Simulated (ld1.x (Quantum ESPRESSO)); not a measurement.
Cutoff test, oxygen (O), TM

oxygen (O), norm-conserving Troullier–Martins (Kleinman–Bylander form), made with ld1.x (Quantum ESPRESSO) 7.5 (PBEsol, scalar-relativistic). Core [He], reference 2s2 2p2 (charge +2). Waves: 2p (bound): rc 1.00 bohr; 3d channel at 0.3 Ry: rc 1.00 bohr; 2s (bound): rc 0.90 bohr. Local part: the s channel. Core correction: a·sin(br)/r model core, default radius (core density twice the valence density).

The pseudo-atom Hamiltonian at the reference potential is diagonalised in spherical Bessel functions j_l(qr) that vanish at 20 bohr, with q² up to the cutoff. All-electron valence levels (Ry): 2p -3.1686, 2s -4.2726.

Problem. How do the lowest levels (Ry) of each channel move with the cutoff, and are there ghosts?

Solution.

| cutoff (Ry) | p #1 | p #2 | d #1 | s #1 | s #2 | f #1 | f #2 | Σ f·Δε (mRy) |
| --- | --- | --- | --- | --- | --- | --- | --- | --- |
| 8 | -1.8572 | -0.5919 | -0.5589 | -4.0407 | -1.0039 | -0.2567 | -0.1421 | 3086.7 |
| 18 | -2.3832 | -0.6905 | -0.5695 | -4.0830 | -1.0184 | -0.2568 | -0.1421 | 1950.0 |
| 30 | -2.7114 | -0.7466 | -0.5715 | -4.1538 | -1.0277 | -0.2568 | -0.1421 | 1152.0 |
| 50 | -2.9905 | -0.7909 | -0.5723 | -4.2503 | -1.0432 | -0.2568 | -0.1421 | 400.9 |
| 70 | -3.1118 | -0.8092 | -0.5725 | -4.2670 | -1.0463 | -0.2568 | -0.1421 | 124.7 |
| 110 | -3.1667 | -0.8170 | -0.5725 | -4.2686 | -1.0466 | -0.2568 | -0.1421 | 11.9 |
| 160 | -3.1681 | -0.8171 | -0.5725 | -4.2720 | -1.0470 | -0.2568 | -0.1421 | 2.2 |
| 260 | -3.1686 | -0.8172 | -0.5725 | -4.2725 | -1.0471 | -0.2568 | -0.1421 | 0.2 |
| 400 | -3.1686 | -0.8172 | -0.5725 | -4.2726 | -1.0471 | -0.2568 | -0.1421 | 0.0 |

Result: no extra level below or beside the all-electron valence levels (p, d, s, f tested); 10 mRy is reached at 120 Ry and 1 mRy at 200 Ry.
